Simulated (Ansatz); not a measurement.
Diatomic SnMo, multiplicity 9 (lowest of 2S+1 = 1, 3, 5, 7, 9 at CCSD(T)/def2-TZVPP on PBE0 minima; our sources give no spin for the ground state, which may be another). No spin–orbit coupling.

Seven points along R, fitted to fifth degree in 1/R; most abundant isotopes. Runs in def2 and cc sets follow the lowest solution found near the PBE0 minimum.

Correlated levels freeze the inner cores; with def2 sets outer-core shells near the valence are correlated too.

Programs: Ansatz (Gaussian basis) for Hartree–Fock, density functionals and correlated methods. Each number belongs to the level named beside it. In def2 rows elements past Kr take small-core potentials, without spin–orbit coupling.

| level | r_e (Å) | ω_e (cm⁻¹) | ω_e x_e (cm⁻¹) | dipole (D) |
|---|---|---|---|---|
| B97M-V/def2-TZVPP | 2.984 | 120 | 0.56 | 2.35 |
| B3LYP/def2-TZVPP | 2.971 | ___ | 0.63 | 2.80 |
| BHLYP/def2-TZVPP | 2.956 | 123 | 0.66 | 3.61 |
| CAM-B3LYP/def2-TZVPP | 2.925 | 128 | 0.67 | 3.35 |
| wB97X-V/def2-TZVPP | 2.899 | 136 | 0.65 | 3.72 |
| B2PLYP/def2-TZVPP | 2.917 | 130 | 0.64 | - |
| CCSD/def2-TZVPP | 2.891 | 136 | 0.65 | - |
| CCSD(T)/def2-TZVPP | ___ | ___ | 0.63 | - |

Task: Complete the blanks.

Result: 
- CCSD(T)/def2-TZVPP, r_e (Å): 2.876
- CCSD(T)/def2-TZVPP, ω_e (cm⁻¹): 140
- B3LYP/def2-TZVPP, ω_e (cm⁻¹): 119

Ansatz is a program for electronic structure.
